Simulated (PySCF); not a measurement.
All values below come from ωB97X-D3(BJ)/def2-TZVP // B3LYP-D3(BJ)/def2-SVP (PySCF). Isolated molecules, 0 K electronic values unless said otherwise. One relaxed conformer stands for a flexible species; it need not be the lowest. 

Reference species (SMILES): `C[CH2][Ge]([CH2]C)([CH2]C)[CH2]C` (neutral, multiplicity 1).

- HOMO: -9.81 eV
- HOMO–LUMO gap: 12.50 eV

Changed species: `C[CH2][Ge]([I])([CH2]C)[CH2]C` (1 of 4 C2H5 replaced by I; the reference has 0 of 4 C2H5 replaced by I).

Q: What does the change do to the HOMO and HOMO–LUMO gap?

A: the HOMO rises by 0.46 eV, to -9.35 eV; the HOMO–LUMO gap falls by 1.42 eV, to 11.08 eV.
